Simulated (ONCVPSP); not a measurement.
**An all-electron radial function and its pseudo partner (arsenic (As))**

Columns: radius, all-electron u(r) and pseudo u(r) of the 4s shell (level -23.38 eV) of arsenic in the configuration [Ar] 3d10 4s2 4p2; PBEsol, scalar-relativistic, ONCV scheme, ONCVPSP 4.0.1.

```csv
r (bohr),all-electron,pseudo
0.103,0.1962,0.0075
0.205,0.1157,0.0211
0.308,-0.2101,0.0459
0.410,-0.3792,0.0838
0.513,-0.3588,0.1364
0.615,-0.2198,0.2017
0.718,-0.0285,0.2791
0.820,0.1672,0.3648
0.923,0.3469,0.4567
1.025,0.4962,0.5479
1.128,0.6152,0.6340
1.230,0.7025,0.7069
1.332,0.7628,0.7627
1.435,0.7997,0.7993
1.538,0.8169,0.8167
1.640,0.8177,0.8176
1.743,0.8057,0.8057
1.845,0.7839,0.7839
1.948,0.7545,0.7545
2.050,0.7201,0.7200
2.153,0.6817,0.6816
2.255,0.6415,0.6415
2.358,0.5999,0.5999
2.460,0.5587,0.5586
2.562,0.5180,0.5180
2.665,0.4780,0.4780
```

(1) How many radial nodes do the two functions have?

(2) At about which radius was the pseudo-wave matched?

(3) Is the pseudo-wave norm-conserving?

Answers

(1) The all-electron 4s function has n − l − 1 = 3 (the table is too coarse to show those close to the nucleus); the pseudo-wave has 0, since the states of the same l below it are removed with the core.

(2) 1.70 bohr. The columns agree to 0.0005 from 1.33 bohr on; several derivatives are matched, so the curves merge somewhat inside the radius.

(3) Yes: the ONCV scheme keeps the norm inside the radius equal to the all-electron one, which fixes the energy derivative of the logarithmic derivative at the level.
